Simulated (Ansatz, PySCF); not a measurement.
Pair of molecules: C2H4 (SMILES C=C) (first 6 atoms) with CH4O (SMILES CO); geometry from B3LYP-D3(BJ)/def2-TZVP, rigid monomers moved along the line of their centres of mass till C2···H12 is 2.23 Å.
(charge 0, multiplicity 1):
```xyz
12

C      0.59472    -0.26677    -0.04864
C     -0.64630     0.20187    -0.04427
H      0.81927    -1.28237    -0.35108
H      1.43606     0.34779     0.24828
H     -0.86958     1.21852     0.25620
H     -1.48795    -0.41105    -0.34312
C      0.15723     0.41293     3.48894
O     -0.30782    -0.79772     2.91793
H      1.19393     0.63313     3.20752
H      0.11559     0.29559     4.57137
H     -0.46896     1.26957     3.21244
H     -0.27578    -0.70890     1.95712
```

Counterpoise-corrected where a basis set is named; no monomer relaxation.

Cores are frozen in the correlated methods.

Codes used: Ansatz (an electronic-structure program); PySCF for the dispersion terms. 

PBE/def2-TZVPPD gives -1.58 kcal/mol for the interaction energy.

Q: How do the other levels lie against it? Give each less PBE: PBE-D3(BJ)/def2-TZVPPD, r2SCAN/def2-TZVPPD, PBE0/def2-TZVPPD, wB97M-V/def2-TZVPPD, MP2/aug-cc-pVDZ, CCSD(T)/aug-cc-pVDZ.

A: PBE-D3(BJ)/def2-TZVPPD -1.45; r2SCAN/def2-TZVPPD -0.64; PBE0/def2-TZVPPD 0.12; wB97M-V/def2-TZVPPD -0.62; MP2/aug-cc-pVDZ -0.02; CCSD(T)/aug-cc-pVDZ 0.40 kcal/mol. 2 of 6 lie above PBE; the widest gap is to PBE-D3(BJ)/def2-TZVPPD.
